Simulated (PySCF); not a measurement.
Species: C4H12SSi.
Cartesian coordinates in Å at the GFN2-xTB level; atoms count from 1:
```
atom  x, y, z in Å
C1     3.0536    0.1598   -0.9909
S2     2.5020   -0.7907    0.4542
C3     0.7914   -1.1784   -0.0430
C4    -0.1394    0.0236    0.0086
C5    -1.5783   -0.3802   -0.2991
Si6   -2.7891    1.0869   -0.2399
H7     4.1209    0.3119   -0.8713
H8     2.5469    1.1198   -1.0245
H9     2.8584   -0.4118   -1.8940
H10    0.4671   -1.9437    0.6628
H11    0.8285   -1.6138   -1.0433
H12    0.1898    0.7739   -0.7140
H13   -0.0821    0.4720    1.0029
H14   -1.8921   -1.1448    0.4150
H15   -1.6112   -0.8494   -1.2853
H16   -4.1358    0.6000   -0.5403
H17   -2.7548    1.6870    1.0945
H18   -2.3847    2.0842   -1.2336
```

Theory: PySCF, TDDFT B3LYP/def2-SVPD, vertical, gas phase, core orbitals frozen in the response.

Frontier orbitals with the atoms that hold most of them (Löwdin shares over 4%, at most four atoms; ? is withheld):

```csv
orbital,ε (eV),atoms
HOMO-3,-9.31,"Si6 21%, H18 17%, C5 13%, C4 11%"
HOMO-2,-8.86,"S2 23%, C5 20%, Si6 13%, C3 8%"
HOMO-1,-8.13,?
HOMO,?,?
LUMO,0.09,"Si6 25%, C5 12%, S2 9%, C4 7%"
LUMO+1,0.33,"S2 46%, C1 14%, H8 8%, H9 6%"
LUMO+2,0.69,"Si6 36%, S2 10%, H17 9%, H18 9%"
```

**Question.** Which atoms hold the HOMO, and with what shares?

**Answer.** S2 (bonded to 2 C) 70%; C1 (bonded to S and 3 H) 10%; C3 (bonded to C, S and 2 H) 8%. By element: sulfur 70%, carbon 18% or more.

**Question.** Give the leading atoms of the HOMO-1.

**Answer.** S2 (bonded to 2 C) 35%; C5 (bonded to C, Si and 2 H) 17%; C3 (bonded to C, S and 2 H) 13%; Si6 (bonded to C and 3 H) 11%. By element: sulfur 35%, carbon 30% or more, silicon 11%.

**Question.** What is the HOMO energy, and the HOMO–LUMO gap?

**Answer.** ε(HOMO) = -6.06 eV; the gap is 6.15 eV (0.2261 hartree).

**Question.** The HOMO–LUMO gap is 6.15 eV. Where does the response calculation put the lowest singlet, and from which orbitals?

**Answer.** S1 is at 5.25 eV (f = 0.0002), 0.90 eV below the gap, made of HOMO→LUMO+1 (71%), HOMO→LUMO (22%). Its leading pair isn't HOMO and LUMO; the energies of that pair differ by 6.39 eV. Without the coupling terms of the response equations the lowest excitation would equal the gap.

Next come S2 at 5.48 eV (f 0.0044), HOMO→LUMO (68%), HOMO→LUMO+1 (25%); S3 at 5.87 eV (f 0.030), HOMO→LUMO+3 (80%); S4 at 6.10 eV (f 0.014), HOMO→LUMO+2 (56%), HOMO→LUMO+4 (37%); S5 at 6.35 eV (f 0.011), HOMO→LUMO+4 (52%), HOMO→LUMO+2 (20%), HOMO→LUMO+5 (11%).

The run took 47 s (with the writing of density and orbital grids) on one thread of an Arm Neoverse V1, on a shared host, and the process peaked at 0.88 GiB of memory.

One conformer stands for the species.
